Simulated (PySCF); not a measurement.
NMR data sheet: 1,2,3,5-tetrafluorobenzene (F-1,3)

- Formula: C6H2F4
- SMILES: Fc1cc(F)c(F)c(F)c1
- InChI: InChI=1S/C6H2F4/c7-3-1-4(8)6(10)5(9)2-3/h1-2H
- Point group of the computed structure: C2v
- Degrees of unsaturation: 4
- Carbon signals: 4
- Proton signals: 1

Atoms are numbered as in `[F:1][c:2]1[cH:3][c:4]([F:5])[c:6]([F:7])[c:8]([F:9])[cH:10]1`. Each H is labelled by its parent atom.

Non-relativistic, fast rotation and ring inversion assumed for equivalent nuclei, single conformer, in vacuum. Shieldings: GIAO PBE0/pcSseg-1; GFN2-xTB geometry; PySCF.

References, each an isolated molecule treated in the same way: 1H, 13C vs TMS; CFCl3 for 19F.

| carbon | δC, type | δH (multiplicity) | HMBC from (2–3 bonds) | span of the C tensor (ppm) |
| --- | --- | --- | --- | --- |
| C2 | 166.5, C | – | H(C3)/H(C10) | 153 |
| C3/C10 | 107.5, CH | 7.01 (m) | H(C3)/H(C10) | 140 |
| C4/C8 | 162.2, C | – | H(C3)/H(C10) | 130 |
| C6 | 147.0, C | – | H(C3)/H(C10) | 91 |

Other nuclei:
```tsv
atoms	nucleus	environment	δ (ppm)	σ (ppm)
F1	19F	aryl fluorine	-117.2	288.2
F5/F9	19F	aryl fluorine	-136.6	307.5
F7	19F	aryl fluorine	-178.8	349.7
```

1. Carbon types of the structure: 4 × C, 2 × CH, which accounts for all hydrogens.
2. δC 166.5, 162.2, 147.0: aromatic carbon bearing fluorine; σ withdrawal by the attached heteroatom moves it downfield of the ring CH carbons.
3. δC 107.5: aromatic CH.
4. δH 7.01: hydrogen on an aromatic CH; aromatic region.

Splittings by 19F in the carbon and heteronuclear signals aren't shown, as no couplings were computed. Shifts are as computed. Against solution values, carbons near 30 ppm lie about +3 ppm off and those near 130 ppm about +5 ppm. Of 1211 compounds with measured shifts, 218 miss one by over three times the rms of a fit or turn the order of signals round; such compounds aren't used in these exercises. Unscaled 19F shifts against computed CFCl3 carry errors that often reach 10 to 50 ppm.
